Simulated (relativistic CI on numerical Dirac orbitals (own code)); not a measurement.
Method of calculation: Dirac-Coulomb-Breit CI, orbitals from a KLI potential per configuration, QED by a radiative potential, unscaled Slater integrals (own radial code, finite nucleus).

The strongest absorption lines from the ground level of an ion, among the configurations computed and to levels below about 1040 eV (vacuum wavelength in nm, gf): 2.7237 (1.3), 2.7240 (0.47), 2.7751 (1.1), 3.0110 (0.062), 3.2116 (0.095), 3.2173 (0.27), 3.4606 (0.18), 4.7023 (0.26).

Task: Which ion is it?
A. Eu XLIX
B. Pr XLV
C. Ho LIII
D. Ho LI

Result: C. Ho LIII has 15 electrons and the ground level 3s2.3p3 2P°_3/2; the strongest line goes to 3s2.3p2.3d 2D_3/2. The pattern of lines fixes the number of electrons, and along that sequence the line energies rise steadily with the charge (about as its square where n changes within one kind of shell, about linearly where n is kept but much faster in heavy ions where fine structure, which grows about as Z⁴, sets the gap, and irregularly where shells cross), which fixes Z. Configurations outside the model, such as inner-shell arrays, can give stronger lines. At this charge energies of transitions that change n are usually good to better than 1 %, and those within a shell (Δn = 0) to a few per cent.

LS names give the leading component of a level, which can be under half, so a name can repeat, a term be missing and a line seem to break the LS rules.
